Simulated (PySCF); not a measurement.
The same groups moved round the core (silole hydroxy). All species are isolated molecules in the gas phase. One relaxed conformer stands for each flexible species; it need not be the lowest. Strings in code marks are SMILES.

These are PBE0-D4/def2-TZVP in PySCF values and carry that method's errors. All candidates: neutral, multiplicity 1. 

```
Quantity          Value
-------------  --------
LUMO           -1.77 eV
HOMO–LUMO gap   5.08 eV
HOMO           -6.85 eV
```

Q: Name which member has these values.
A. `OC1=CC=C[SiH2]1` (H–O–C–Si torsion 0°)
B. `O[SiH]1C=CC=C1` (H–O–Si–C torsion 54°)
C. `OC1=C[SiH2]C=C1` (H–O–C–C torsion 0°)

A: B, `O[SiH]1C=CC=C1` (H–O–Si–C torsion 54°). The others give `OC1=CC=C[SiH2]1` (H–O–C–Si torsion 0°): -1.26 eV, 4.82 eV, -6.08 eV; `OC1=C[SiH2]C=C1` (H–O–C–C torsion 0°): -1.28 eV, 5.23 eV, -6.50 eV
